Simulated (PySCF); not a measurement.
Structure with atom numbers: `[F:1][C:2]([F:3])([F:4])[CH:5]1[SiH2:6][CH2:7][SiH2:8]1` (H(Xn): hydrogen on atom n). Ha(Si6), Ha(C7), Ha(Si8) are cis to C2 on the ring; Hb(Si6), Hb(C7), Hb(Si8) are trans to C2 on the ring.

Geometry: GFN2-xTB; GIAO shifts from PySCF, gas phase, non-relativistic, averaged over equivalent atoms.

At PBE0/def2-SVP (155 basis functions, 29 s wall time on 1 thread of an Arm Neoverse N1, shared host):
| atoms | δ (ppm) |
| --- | --- |
| F1/F3/F4 | -57.3 |
| C2 | 134.2 |
| C5 | 21.2 |
| C7 | -7.3 |
| Si6/Si8 | -38.8 |
| Ha(Si6)/Ha(Si8) | 5.03 |
| Hb(Si6)/Hb(Si8) | 4.84 |
| H(C5) | 1.93 |
| Ha(C7) | 0.70 |
| Hb(C7) | 0.57 |

Referencing at the same level of theory: 19F (σref 208.86) against CFCl3; 13C (σref 196.16) and 29Si (σref 403.74) and 1H (σref 31.81) vs TMS.

Question: Predict the values at PBE0/pcSseg-1 on the same geometry.

Answer: 
```csv
atoms,δ at PBE0/pcSseg-1,change
F1/F3/F4,-69.7,-12.4
C2,139.4,+5.2
C5,24.8,+3.6
C7,-7.3,+0.0
Si6/Si8,-33.8,+5.0
Ha(Si6)/Ha(Si8),5.05,+0.02
Hb(Si6)/Hb(Si8),4.88,+0.04
H(C5),2.07,+0.14
Ha(C7),0.76,+0.06
Hb(C7),0.59,+0.02
```

Scale: CFCl3 for 19F (σref 170.95); 13C (σref 186.93) and 29Si (σref 349.16) and 1H (σref 31.72) vs TMS (reference shieldings calculated alike).

The largest change is at F1/F3/F4 (fluorine of a CF3 group). Cost: 185 basis functions, 33 s wall time on 1 thread of an Arm Neoverse V1, shared host. The order of the carbon signals is the same at both levels.

Unscaled 19F shifts against computed CFCl3 carry errors that often reach 10 to 50 ppm.
